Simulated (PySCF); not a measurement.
Compound: N-isopropylethylenediamine, C5H14N2.
Cartesian coordinates in Å at the GFN2-xTB level; atoms count from 1:
```
atom  x, y, z in Å
C1    -1.5824    1.4046   -1.3702
C2    -1.0065    0.0498   -0.9611
C3    -2.1157   -0.8610   -0.4180
N4     0.0806    0.2834   -0.0264
C5     0.9193   -0.8574    0.2827
C6     2.1289   -0.3864    1.1055
N7     2.9242    0.6362    0.4546
H8    -0.7896    2.0464   -1.7447
H9    -2.3327    1.2797   -2.1463
H10   -2.0462    1.8924   -0.5155
H11   -0.5623   -0.4260   -1.8448
H12   -2.5675   -0.4185    0.4686
H13   -1.7187   -1.8388   -0.1545
H14   -2.8893   -0.9994   -1.1688
H15   -0.2863    0.6834    0.8330
H16    0.3984   -1.6569    0.8369
H17    1.2669   -1.2776   -0.6678
H18    2.7737   -1.2420    1.3222
H19    1.7783    0.0257    2.0567
H20    3.3051    0.2709   -0.4131
H21    2.3131    1.4085    0.2054
```

The closed-shell SCF was solved with PySCF and density fitting under several settings on one GFN2-xTB geometry (grid level 2 and gas phase unless stated).

| settings | basis functions | SCF cycles | E (Eh) | HOMO (eV) | LUMO (eV) | dipole (D) |
| --- | --- | --- | --- | --- | --- | --- |
| PBE0/pcSseg-1 | 189 | 12 | -308.0456 | -6.41 | 1.36 | 2.06 |
| PBE0/def2-SVPD | 252 | 12 | -307.8867 | -6.46 | 0.65 | 2.06 |
| PBE0/def2-SVPD, grid level 1, energy threshold 1e-06 Eh | 252 | 7 | -307.8866 | -6.46 | 0.65 | 2.06 |

Question: Estimate the row for these settings: PBE0/STO-3G, IEF-PCM water, grid level 4.

Answer: 
| settings | basis functions | SCF cycles | E (Eh) | HOMO (eV) | LUMO (eV) | dipole (D) |
| --- | --- | --- | --- | --- | --- | --- |
| PBE0/STO-3G, IEF-PCM water, grid level 4 | 49 | 11 | -304.3166 | -3.48 | 9.43 | 2.22 |

Question: Over all rows, what range does the HOMO–LUMO gap span?

Answer: From 7.11 eV to 12.91 eV.

Question: And the dipole moment?

Answer: From 2.06 D to 2.22 D; the largest is 1.08 times the smallest, and the median is 2.06 D.

Question: Compare two rows with the functional PBE0: PBE0/pcSseg-1 and PBE0/def2-SVPD, grid level 1, energy threshold 1e-06 Eh. Which energy is lower, and by how much?

Answer: PBE0/pcSseg-1 (189 functions) lies 0.1590 Eh or 100 kcal/mol below PBE0/def2-SVPD, grid level 1, energy threshold 1e-06 Eh (252 functions). The smaller set gives the lower energy; the two sets aren't nested, so the variational bound doesn't order them by size.

Whole jobs, the steps after the SCF included, on one thread, Intel Xeon Platinum 8259CL at 2.50 GHz (x86_64), no GPU (shared host):

```
                                               settings                                                 work after the SCF  wall time  peak memory
                                          PBE0/pcSseg-1                            shieldings, charges and field gradients       39 s     0.84 GiB
                                         PBE0/def2-SVPD  6 singlets by full TDDFT, 2 Tamm–Dancoff triplets, polarisability       54 s     0.95 GiB
PBE0/def2-SVPD, grid level 1, energy threshold 1e-06 Eh                            1 singlet by full TDDFT, polarisability       31 s     0.91 GiB
               PBE0/STO-3G, IEF-PCM water, grid level 4                                                         shieldings       19 s     0.61 GiB
```

Cycle counts include a coarse-grid stage where the run had one. One conformer (not necessarily the lowest) at the GFN2-xTB geometry, without vibrations or thermal averaging.
